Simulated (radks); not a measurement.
Results of a calculation; reference values are marked as such.
Fractional charge and spin in the 3s shell of potassium: the spin-up occupation runs from 0 to 1 and the spin-down occupation from 0 to 1; the fullest corner is K+, [Ne] 3p6 3s(up 1, down 1). Level of theory: scalar-relativistic Kohn-Sham, r2SCAN, spin-polarised, spherical densities, finite nucleus; meta-GGA in the generalised Kohn-Sham scheme; Fermi nuclear charge, rms radius of each element as measured or else 0.836 A^(1/3) + 0.57 fm (a radial shooting solver on a logarithmic mesh with Libxc functionals). Energy (eV) above the fullest corner. The planes named below are the two flat planes that join the four corners, with an edge along up + down = one added electron.

\begin{tabular}{lrrr}
down \ up & 0 & 0.5 & 1 \\ \hline
0 & 116.831 & 81.445 & 49.934 \\
0.5 & 81.445 & 50.441 & 23.174 \\
1 & 49.934 & 23.174 & 0.000 \\
\end{tabular}

Corners above the fullest one (they belong to K2+ and the next ion): (up 1, down 0) 49.934 eV, (up 0, down 1) 49.934 eV, (up 0, down 0) 116.83 eV. With half an added electron in each spin the energy lies 0.507 eV from the planes, and with half an added electron in spin up alone -1.938 eV. The planes are only a guide here: the flat-plane condition holds for ground states with one frontier orbital, while this shell lies below other occupied shells, so the corners above the fullest one are inner-hole states and not the ground states of those ions.
